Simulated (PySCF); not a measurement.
sulfur trioxide cation (O3S), SMILES O=S(=O)=O (connectivity only; charge and spin as stated), charge +1, multiplicity 2.

The structure is a stationary point at PBE0-D3(BJ)/def2-TZVP. The geometry has at least one imaginary mode, so it is a saddle point at that level. The spin state was assumed, not searched.

Two levels are set side by side: PBE/def2-TZVPD (PySCF) and M06-2X/def2-TZVPD (PySCF). Same geometry, gas phase. Differences are taken from unrounded values.

| quantity | M06-2X | PBE | PBE minus M06-2X |
|---|---|---|---|
| α-spin orbital gap (eV) | 11.91 | 6.06 | -5.85 |
| β-spin orbital gap (eV) | 6.22 | 1.77 | -4.45 |
| mean polarisability (bohr³) | 30.8 | 27.4 | -3.4 |
